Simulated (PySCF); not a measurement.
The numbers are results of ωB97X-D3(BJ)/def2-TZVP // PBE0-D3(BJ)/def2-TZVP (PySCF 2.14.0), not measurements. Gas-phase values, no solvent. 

Reference species (SMILES): `C=[SiH2]` (neutral, multiplicity 1).

```
Quantity        Value
-------------  ------
dipole moment  0.92 D
```

Changed species: `C=[SiH][SiH3]` (whole molecule; the reference has whole molecule).

### Question
What does the change do to the dipole moment?

### Answer
the dipole moment stays essentially unchanged.
